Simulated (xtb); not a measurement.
SeI₂, SMILES I[Se]I. All values are semi-empirical tight-binding results from xtb (GFN2-xTB unless named), good for trends rather than for accurate numbers. Geometry: GFN2-xTB.

Computed properties:
```yaml
point_group_as_xtb_finds_it: C2v
orbital_gap: 2.47 eV
zero_point_energy: 0.9 kcal/mol
G − E(el) at 298.15 K (modified RRHO): -19.3 kcal/mol
static polarisability (D4 model): 93.3 bohr³
solvation energy, GFN2-xTB/ALPB(water): -1.7 kcal/mol
solvation energy, GFN2-xTB/ALPB(ether): -7.9 kcal/mol
```
